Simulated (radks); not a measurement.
Results of a calculation; reference values are marked as such.
Task: All-electron atom: Co+ in [Ar] 3d8 (the NIST ground configuration). Code: a radial shooting solver on a logarithmic mesh with Libxc functionals. Model: scalar-relativistic Kohn-Sham, SCAN, spin-polarised, spherical densities, finite nucleus; open shells are filled with parallel spins first; meta-GGA in the generalised Kohn-Sham scheme; Fermi nuclear charge, rms radius 3.7875 fm. Some entries of the table are withheld. Estimate them.

orbital  occ.  eigenvalue (eV)  <1/r> (bohr^-1)  r(max) (bohr)
1s down     1        -7621.874            27.03        0.03679
1s up       1        -7621.871            27.03        0.03679
2s up       1        -912.0422            5.830         0.2128
2s down     1        -910.6787            5.836         0.2127
2p up       3        -779.7437              (1)         0.1721
2p down     3        -778.7259              (2)         0.1720
3s up       1        -110.4341            1.823         0.6700
3s down     1        -107.6944            1.817         0.6705
3p up       3         -72.2833            1.674         0.6813
3p down     3         -69.5712            1.666         0.6822
3d up       5              (3)            1.250            (4)
3d down     3              (5)            1.207            (6)

Result: 
(1) 2p up <1/r> (bohr^-1): 5.706
(2) 2p down <1/r> (bohr^-1): 5.711
(3) 3d up eigenvalue (eV): -13.2355
(4) 3d up r(max) (bohr): 0.6794
(5) 3d down eigenvalue (eV): -10.8508
(6) 3d down r(max) (bohr): 0.6864
